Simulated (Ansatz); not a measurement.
Species: sum formula HBO2Br, net charge 0, doublet state. It need not be the lowest isomer of its formula. SMILES: B([O])(O)Br
Geometry from a B3LYP-D3(BJ)/def2-TZVP (Ansatz, a program for electronic structure) optimisation:
```xyz
5

O     -0.6876     1.7079     0.4230
B     -0.9156     0.4348     0.1587
O     -2.0490    -0.2895     0.0775
Br     0.8379    -0.3924    -0.1441
H     -2.8548     0.2145     0.2439
```
Charge 0, spin multiplicity 2.

Wanted: atomisation energy (electronic, to ground-state atoms), in kcal/mol. Correlated levels leave the core frozen unless marked. UHF or UKS for open shells. No spin-orbit coupling. Frozen are the shells of the preceding noble gas and the d and f shells that filled before the atom's block. Non-relativistic. The coupled-cluster limit lacks core correlation, which all-electron functionals hold. CBS(X,Y): correlation extrapolated as X^-3; Hartree-Fock from the larger set (for Q and 5 zeta extrapolated as (X+1)exp(-9√X)).

```csv
level,program,atomisation energy (kcal/mol)
revPBE-D3(BJ)/def2-TZVPD,Ansatz + dftd3,465.3
revPBE-D4/def2-TZVPD,Ansatz + dftd4,467.3
r2SCAN/def2-TZVPD,Ansatz,472.1
r2SCAN-D3(BJ)/def2-TZVPD,Ansatz + dftd3,472.6
PBE0-D3(BJ)/def2-TZVP,Ansatz + dftd3,464.5
HSE06-D4/def2-TZVPD,Ansatz + dftd4,465.3
CAM-B3LYP/def2-TZVPD,Ansatz,461.3
B2GP-PLYP-D3(BJ)/def2-TZVPD,Ansatz + dftd3,454.7
B2GP-PLYP/def2-TZVPD,Ansatz,453.0
B2PLYP/def2-TZVPD,Ansatz,455.3
MP2/cc-pVQZ,Ansatz,468.7
SCS-MP2/STO-3G,Ansatz,401.4
SCS-MP2/aug-cc-pVQZ,Ansatz,460.1
SCS-MP2/cc-pVQZ,Ansatz,458.7
CCSD/STO-3G,Ansatz,404.0
CCSD/aug-cc-pVDZ,Ansatz,414.8
"CCSD/CBS(aug-cc-pVTZ,aug-cc-pVQZ)",Ansatz,447.1
CCSD(T)/STO-3G,Ansatz,407.6
CCSD(T)/cc-pVDZ,Ansatz,417.8
CCSD(T)/aug-cc-pVTZ,Ansatz,445.9
"CCSD(T)/CBS(cc-pVQZ,cc-pV5Z)",Ansatz,458.1
```
